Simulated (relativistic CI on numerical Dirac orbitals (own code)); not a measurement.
## Calculated levels, Ag⁴⁴⁺

These numbers are calculated, not measured: Dirac-Coulomb-Breit CI, KLI orbitals optimised for each configuration, model QED (radiative potential, 1s self-energy scaled to tabulated hydrogen-like ionisation energies), unscaled Slater integrals (own radial code, finite nucleus).

CI space (outside the closed core 1s2): 2s, 2p, 3s, 3p, 3d, 4s, 4p, 4d, 4f, 5s, 5p, 5d, 5f, 5g. Levels of other configurations are missing.

The lowest level is 2s 2S_1/2, with 100 % of that term; Hund's rules for 2s give 2S with J = 1/2, in agreement.

| No. | Configuration | Term | J | E (10³ cm⁻¹) | % | Next component (%) | Lifetime (s) | jj configuration (%) |
| --- | --- | --- | --- | --- | --- | --- | --- | --- |
| 1 | 2s | 2S | 1/2 | 0.0 | 100 |  |  | 2s (100) |
| 2 | 2p | 2P° | 1/2 | 803.4 | 100 |  | 2.39e-10 | 2p1/2 (100) |
| 3 | 2p | 2P° | 3/2 | 2451.0 | 100 |  | 7.95e-12 | 2p3/2 (100) |
| 4 | 3s | 2S | 1/2 | 32938.4 | 100 |  | 2.77e-14 | 3s (100) |
| 5 | 3p | 2P° | 1/2 | 33160.6 | 100 |  | 1.01e-14 | 3p1/2 (100) |
| 6 | 3p | 2P° | 3/2 | 33649.6 | 100 |  | 1.14e-14 | 3p3/2 (100) |
| 7 | 3d | 2D | 3/2 | 33724.2 | 100 |  | 3.60e-15 | 3d3/2 (100) |
| 8 | 3d | 2D | 5/2 | 33875.2 | 100 |  | 3.75e-15 | 3d5/2 (100) |
| 9 | 4s | 2S | 1/2 | 44306.3 | 100 |  | 4.05e-14 | 4s (100) |
| 10 | 4p | 2P° | 1/2 | 44397.5 | 100 |  | 1.72e-14 | 4p1/2 (100) |
| 11 | 4p | 2P° | 3/2 | 44603.2 | 100 |  | 1.90e-14 | 4p3/2 (100) |
| 12 | 4d | 2D | 3/2 | 44634.3 | 100 |  | 8.31e-15 | 4d3/2 (100) |
| 13 | 4d | 2D | 5/2 | 44698.1 | 100 |  | 8.70e-15 | 4d5/2 (100) |
| 14 | 4f | 2F° | 5/2 | 44699.8 | 100 |  | 1.73e-14 | 4f5/2 (100) |
| 15 | 4f | 2F° | 7/2 | 44731.3 | 100 |  | 1.75e-14 | 4f7/2 (100) |
| 16 | 5s | 2S | 1/2 | 49518.8 | 100 |  | 6.33e-14 | 5s (100) |
| 17 | 5p | 2P° | 1/2 | 49564.8 | 100 |  | 2.92e-14 | 5p1/2 (100) |
| 18 | 5p | 2P° | 3/2 | 49669.8 | 100 |  | 3.20e-14 | 5p3/2 (100) |
| 19 | 5d | 2D | 3/2 | 49685.6 | 100 |  | 1.59e-14 | 5d3/2 (100) |
| 20 | 5d | 2D | 5/2 | 49718.3 | 100 |  | 1.67e-14 | 5d5/2 (100) |
| 21 | 5f | 2F° | 5/2 | 49719.2 | 100 |  | 3.33e-14 | 5f5/2 (100) |
| 22 | 5g | 2G | 7/2 | 49735.4 | 100 |  | 5.67e-14 | 5g7/2 (100) |
| 23 | 5f | 2F° | 7/2 | 49735.4 | 100 |  | 3.38e-14 | 5f7/2 (100) |
| 24 | 5g | 2G | 9/2 | 49745.1 | 100 |  | 5.70e-14 | 5g9/2 (100) |

Energies count from the lowest computed level; ° marks odd parity; lifetimes are radiative, by E1, M1, E2, M2 decay to levels of this space only. Filled j subshells are mostly left out of the jj labels.

The mean weight of the leading LS term, summed over parents, in these 24 levels is 100 %, and that of the leading jj configuration (from the same eigenvectors) 100 %.

At this charge energies of transitions that change n are usually good to better than 1 %, and those within a shell (Δn = 0) to a few per cent.
